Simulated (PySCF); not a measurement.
C4H10O2Sb, doublet, geometry from GFN2-xTB (the spin is typed, not shown lowest) (all electrons, no relativity). Base run: PySCF with CAMB3LYP/STO-3G.

PySCF was given this input:
```python
from pyscf import gto, scf, dft

mol = gto.Mole()
mol.atom = '''
    Sb    0.019032    0.851419    0.065224
    O    -1.821430    0.109785    0.234539
    C    -2.031329   -1.215732    0.628883
    C    -1.747946   -1.436298    2.108001
    H    -3.086613   -1.416770    0.412958
    H    -1.416156   -1.893987    0.030699
    H    -2.321302   -0.732635    2.706809
    H    -2.012376   -2.451229    2.392482
    H    -0.687527   -1.276462    2.297460
    O     0.784436   -0.969131   -0.403846
    C     2.098989   -1.127326   -0.834804
    C     2.409173   -0.402538   -2.137708
    H     2.806077   -0.806394   -0.057459
    H     2.225358   -2.207407   -0.978168
    H     2.355708    0.674787   -1.985429
    H     3.406345   -0.663799   -2.481660
    H     1.682474   -0.682349   -2.895914
'''
mol.basis = 'sto-3g'
mol.charge = 0
mol.spin = 1
mol.verbose = 4
mol.build()

mf = dft.UKS(mol)
mf.xc = 'camb3lyp'
mf.kernel()
mf.analyze()
```

Each row names what was changed in the base input (with any setting that the change needs).

```tsv
change	E (Eh)	HOMO (eV)	dipole (D)	<S^2>	core-seconds (rough)	outcome
base	-6558.36113	-3.35	1.29	0.751	60	converged
functional = pbe	-6557.34397	-0.59	1.44	0.751	30	converged
functional = x3lyp	-6558.03641	-1.79	1.29	0.751	20	converged
functional = blyp; dispersion = d3bj	-6558.05752	-0.43	1.35	0.751	30	converged
functional = wb97x_v	-	-	-	-	-	cut at the time limit
functional = m062x	-6558.53042	-3.25	1.27	0.752	40	converged
functional = b3lyp5	-6557.93803	-1.66	1.29	0.751	30	converged
functional = bhandhlyp	-6558.37286	-3.31	1.24	0.752	30	converged
functional = blyp; dispersion = d4	-6558.05869	-0.43	1.35	0.751	20	converged
functional = m06l	-6558.39449	-0.77	1.42	0.751	40	converged
functional = b97m_v	-	-	-	-	-	cut at the time limit
functional = wb97x	-6558.46285	-4.44	1.25	0.752	60	converged
functional = pbe; dispersion = d3bj	-6557.35868	-0.59	1.44	0.751	30	converged
```

Total energies compare only within one method and basis.

Open shells are given as the SCF converged; they aren't shown to be the lowest states, and a large step between rows can be another state.
